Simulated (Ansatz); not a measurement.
`BB(C)CCl` + HBr → `ClCBr` + `BBC` at 500 K and 1 bar (substitution at a C–B bond).

Program: Ansatz. Geometries: PBE0-D4/def2-TZVP. ΔE: electronic, gas phase. CCSD(T)/CBS adds triple-zeta CCSD(T) − MP2 to the extrapolated MP2 energy (def2 sets, frozen cores). For Br outer-core shells are correlated without core-valence functions, which leaves a few kJ/mol of doubt a bond. Scalar relativity is left out up to krypton. One conformer a species, not always the lowest.

| species | CCSD(T)/CBS energy (Eh) | H − E (kJ/mol) | S (J/(mol·K)) |
| --- | --- | --- | --- |
| `BB(C)CCl` | -589.65408 | 281.7 | 430.1 |
| HBr | -2573.91920 | 30.5 | 213.7 |
| `ClCBr` | -3072.34323 | 100.3 | 318.2 |
| `BBC` | -91.20122 | 213.1 | 340.7 |

H − E and S are ideal-gas, rigid-rotor, harmonic terms from PBE0-D4/def2-TZVP, for one conformer and one mirror image of each species. 1 Eh = 2625.50 kJ/mol, R = 8.31446 J/(mol·K).

Question: By hand: ΔE, ΔH, ΔS and ΔG.

Answer: ΔE = (-3072.34323) + (-91.20122) − (-589.65408) − (-2573.91920) = 0.02883 Eh = 75.7 kJ/mol. Δ(H − E) = 100.3 + 213.1 − 281.7 − 30.5 = 1.2, so ΔH = 76.9 kJ/mol. ΔS = 318.2 + 340.7 − 430.1 − 213.7 = 15.1 J/(mol·K). ΔG = 76.9 − 500 × (15.1)/1000 = 69.4 kJ/mol.

Question: By hand: the equilibrium constant, and the temperature at which ΔG would vanish if ΔH and ΔS stayed fixed.

Answer: log₁₀ K = −ΔG/(RT ln 10) = -7.3. ΔG = 0 at ΔH/ΔS = 5093 K, far beyond where these terms or the molecules hold.

ΔH outweighs TΔS. A doubt of 5 kJ/mol in ΔE shifts log₁₀ K by 0.5 here. Other conformers and mirror images would add mixing entropy, several J/(mol·K) or more a flexible species. These are equilibria of isolated gas molecules and say nothing of rates. Largest T1 diagnostic: 0.011 (customary marks: 0.02 for closed shells, 0.045 for open ones).
